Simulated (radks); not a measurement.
C II, 5 electrons, occupied as [He] 2s2 2p1 (the NIST ground configuration).

Calculated with a radial shooting solver on a logarithmic mesh with Libxc functionals: scalar-relativistic Kohn-Sham, PBE, spin-polarised, spherical densities, finite nucleus; open shells are filled with parallel spins first; Fermi nuclear charge, rms radius 2.4702 fm.

Energy parts (eV):
part                     energy
total                 -1017.199
kinetic                1015.138
electron-nucleus      -2310.427
Hartree                 408.143
exchange-correlation   -130.053

Orbitals (lengths in bohr, moments of r in powers of bohr):
| orbital | occ. | eigenvalue (eV) | <1/r> |
|---|---|---|---|
| 1s up | 1 | -288.4988 | 5.646 |
| 1s down | 1 | -287.9483 | 5.652 |
| 2s up | 1 | -26.5076 | 0.9918 |
| 2s down | 1 | -24.7146 | 0.9770 |
| 2p up | 1 | -17.7266 | 0.8842 |
| 2p down | 0 | -16.0105 | 0.8667 |

The highest occupied level is 2p up at -17.727 eV. The density falls to 0.001 e/bohr^3 at r = 3.17 bohr. The spin density at the nucleus is -0.0233 e/bohr^3 (1s -0.1358, 2s 0.1125). Summed over all electrons, <r^2> = 8.076 bohr^2, which gives a Langevin (diamagnetic) susceptibility term of -6.4 x 10^-6 cm^3/mol. For comparison, the ionisation energy in NIST's Atomic Spectra Database is 24.383 eV (measured). In exact Kohn-Sham theory the highest level is minus the ionisation energy, but local and semilocal functionals leave it too shallow, through self-interaction and a potential that decays too fast; potentials with the right tail come closer.
